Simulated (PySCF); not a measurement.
Compound: C7H12N2S.
Numbering: `[CH3:1][c:2]1[n:3][n:4][c:5]([C:6]([CH3:7])([CH3:8])[CH3:9])[s:10]1`

Structure used (GFN2-xTB), in Å, numbered top down from 1:
```
atom  x, y, z in Å
C1     3.995    0.244    0.254
C2     2.536    0.173    0.484
N3     1.968    0.219    1.632
N4     0.645    0.137    1.592
C5     0.152    0.027    0.415
C6    -1.301   -0.082    0.089
C7    -2.107   -0.042    1.388
C8    -1.695    1.094   -0.813
C9    -1.546   -1.406   -0.643
S10    1.389    0.014   -0.839
H11    4.501    0.337    1.211
H12    4.340   -0.655   -0.255
H13    4.237    1.102   -0.371
H14   -1.819   -0.864    2.036
H15   -3.169   -0.118    1.168
H16   -1.921    0.888    1.918
H17   -1.136    1.069   -1.746
H18   -1.493    2.039   -0.314
H19   -2.757    1.044   -1.042
H20   -1.237   -2.246   -0.023
H21   -2.605   -1.514   -0.868
H22   -0.988   -1.440   -1.576
```

NICS = −σ at a ghost point: NICS(0) at the centroid of the ring atoms, NICS(1) 1 Å to either side along the normal of their mean plane, zz for the tensor component along that normal. Level: GIAO PBE0/pcSseg-1 (PySCF, non-relativistic, gas phase) on the GFN2-xTB geometry, one conformer.

Ring bond lengths (Å), with Mayer bond orders in brackets: C2–N3 1.282 (1.69), N3–N4 1.327 (1.17), N4–C5 1.281 (1.72), C5–S10 1.762 (1.07), S10–C2 1.758 (1.08).

Problem. What do the NICS probes read (ppm)?

Solution. 
```json
{"ring": "C2–N3–N4–C5–S10", "type": "5-membered ring with 2 N and S; formal bonds all aromatic", "NICS(0)": "-10.6", "NICS(1), two faces": "-11.0 / -11.0", "NICS(1)zz, two faces": "-23.1 / -23.1", "rms pucker (Å)": "0.00", "centre to ring atoms, mean (Å)": "1.25"}
```

Problem. What do they say, and how far can they be read as aromaticity?

Solution. 
- C2–N3–N4–C5–S10: mean NICS(1)zz -23.1 ppm, shielded. For a flat ring without four-coordinate atoms the NICS criterion counts such a value as aromatic.

Problem. How equal are the bonds by HOMA? Use HOMA with the parameters of Krygowski (1993).

Solution. 
- C2–N3–N4–C5–S10: HOMA 0.63; the largest term is that of C5–S10, α(R − Ropt)² = 0.67.

Problem. Give the inner angles of the rings and the Hirshfeld charges of the ring atoms.

Solution. 
- C2–N3–N4–C5–S10: C2 112.8° (+0.049 e), N3 114.4° (-0.138 e), N4 114.6° (-0.119 e), C5 112.6° (+0.056 e), S10 85.5° (+0.089 e); sum 540.0° against 540° for a flat convex ring.

Problem. What are the shieldings of the ring atoms and their hydrogens in the same run (means over atoms taken as equivalent)?

Solution. 
| atoms | environment | σ isotropic (ppm) | principal values of the symmetric part, first atom (ppm) |
| --- | --- | --- | --- |
| C2 | substituted aromatic carbon | 17.1 | -50.5, 24.1, 77.6 |
| N3 | pyridine-type nitrogen | -124.5 | -386.7, -88.7, 101.9 |
| N4 | pyridine-type nitrogen | -118.6 | -380.7, -87.7, 112.7 |
| C5 | substituted aromatic carbon | 0.1 | -48.1, -4.2, 52.5 |
| S10 | thiophene-type sulfur | 230.9 | -9.8, 306.6, 396.0 |
